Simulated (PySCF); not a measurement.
Electron correlation in Sc²⁺ (scandium, charge +2)

[Ar] 4p1, 2P determinant (an excited configuration). Calculation: PySCF 2.14, in def2-TZVPPD; no relativity, point nucleus. Frozen: [Ne]; 9 electrons correlated.

```
  level  correlation energy (mhartree)
   CCSD                        -207.57
    (T)                          -3.29
CCSD(T)                        -210.86
```

Diagnostics: T1 = 0.0069, D1 = 0.0290, largest double amplitude 0.030.

Cost of the coupled-cluster step: roughly 8 core-seconds, for 9 correlated electrons.

This basis was not built for core-valence correlation, so the inner-shell part is incomplete.
